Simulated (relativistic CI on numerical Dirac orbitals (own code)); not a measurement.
## Hyperfine structure of Sr XII, mass number 87

Method of calculation: Dirac-Coulomb-Breit CI, separate exchange-only KLI orbitals for each configuration, QED by a radiative potential, unscaled Slater integrals (own radial code, finite nucleus).

Configurations in the expansion (outside the closed core [Ne]): 3s²3p⁶3d⁹, 3s²3p⁵3d¹⁰, 3s3p⁶3d¹⁰, 3s²3p⁶3d⁸4s, 3s²3p⁶3d⁸4p, 3s²3p⁶3d⁸4d, 3s²3p⁶3d⁷4s², 3s²3p⁶3d⁷4s4p, 3s²3p⁶3d⁸4f, 3s²3p⁶3d⁸5s, 3s²3p⁶3d⁷4p², 3s²3p⁶3d⁸5p, 3s²3p⁶3d⁷4s4d, 3s²3p⁵3d⁹4s, 3s²3p⁶3d⁸5d, 3s²3p⁶3d⁷4p4d. Levels of other configurations are missing.

Nuclear spin I = 9/2, μ = -1.09316 μN, Q = 0.305 b (tables of Stone and Pyykkö). The electronic factors are computed for point nuclear moments, without core polarisation or the Bohr-Weisskopf and QED corrections.

| Level | E (cm⁻¹) | A (MHz) | B (MHz) |
| --- | --- | --- | --- |
| 3s²3p⁶3d⁹ ²D5/2 | 0 | -597 | -1520 |
| 3s²3p⁶3d⁹ ²D3/2 | 14597 | -1424 | -1100 |
| 3s²3p⁶3d⁸4s ⁴F9/2 | 1093338 | -2293 | -810 |
| 3s²3p⁶3d⁸4s ⁴F7/2 | 1099632 | 107.8 | -606 |
| 3s²3p⁶3d⁸4s ⁴F5/2 | 1108325 | -10.43 | -317 |
| 3s²3p⁵3d¹⁰ ²P°3/2 | 1109298 | -3315 | -7830 |
| 3s²3p⁶3d⁸4s ²F7/2 | 1112175 | -2053 | -723 |
| 3s²3p⁶3d⁸4s ⁴F3/2 | 1112325 | 1753 | -251 |

Levels with J = 0, under 50 % of one LS term, or S terms without an open s electron are left out. Small factors come from cancelling terms and can be off by tens of per cent or more.

At this charge energies of transitions that change n are usually good to better than 1 %, and those within a shell (Δn = 0) to a few per cent.

(1) Give the hyperfine levels of 3s²3p⁶3d⁹ ²D5/2 relative to its centre of gravity.

## Answers

(1) With K = F(F + 1) − I(I + 1) − J(J + 1), E = AK/2 + B[¾K(K + 1) − I(I + 1)J(J + 1)]/[2I(2I − 1)J(2J − 1)]: F = 2: 7513, F = 3: 6178, F = 4: 4220, F = 5: 1488, F = 6: -2208, F = 7: -7096 MHz.

LS names give the leading component of a level, which can be under half, so a name can repeat, a term be missing and a line seem to break the LS rules.
